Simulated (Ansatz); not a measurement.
Program: Ansatz. Geometries: PBE0-D4/def2-TZVP. ΔE: electronic, gas phase. CCSD(T)/CBS adds triple-zeta CCSD(T) − MP2 to the extrapolated MP2 energy (def2 sets, frozen cores). This one scheme is used for every species. Functionals use def2-TZVPP. HSE06 is defined as in plane-wave codes. Each species was taken in one conformer, which may not be the lowest.

`FB(Cl)Cl` + CH₃SH → `CSB(F)Cl` + HCl  (ligand exchange at a B–Cl bond)

**Question.** Is it downhill or uphill in electronic energy at CCSD(T)/CBS, and by how much? (An estimate is asked.)

**Answer.** Ansatz gave: Nearly level: ΔE = +0.5 kcal/mol.

**Question.** What do these levels give: PBE-D4, revPBE-D4, HSE06-D4, CAM-B3LYP-D4, revPBE, r2SCANh, r2SCAN0, CAM-B3LYP, MP2/def2-TZVPP, SCS-MP2/def2-TZVPP, MP2/def2-QZVPP, HF/CBS(def2)? (Estimate.)

**Answer.** The calculation gave: PBE-D4 0.1, revPBE-D4 -0.1, HSE06-D4 0.5, CAM-B3LYP-D4 1.3, revPBE 1.4, r2SCANh 0.9, r2SCAN0 1.1, CAM-B3LYP 2.0, MP2/def2-TZVPP 0.8, SCS-MP2/def2-TZVPP 1.4, MP2/def2-QZVPP 0.6, HF/CBS(def2) 3.8 kcal/mol.

**Question.** What do rigid-rotor, harmonic-oscillator terms from PBE0-D4/def2-TZVP frequencies (298.15 K, 1 bar) make of the CCSD(T)/CBS value? (Best estimate.)

**Answer.** The calculation gave: ΔZPE = -0.8 kcal/mol, ΔH = +0.5 kcal/mol, ΔS = -11 J/(mol·K), ΔG = +1.3 kcal/mol.

Largest T1 diagnostic among the species: 0.012.

The D4 term adds −1.1 kcal/mol with B3LYP and −0.6 kcal/mol with PBE0; it sums over pairs of atoms, weighted by their polarisabilities, and B3LYP, whose exchange is more repulsive, gets the larger term. Leaving LDA and LC-ωPBE aside and taking each functional with its dispersion term where it has one, the values, not all of them listed here, spread over 1.6 kcal/mol, from revPBE-D4 to B2PLYP. LDA lies −1.1 kcal/mol from PBE without D4.

B3LYP here is the variant with VWN-RPA as its local correlation; programs differ in this.
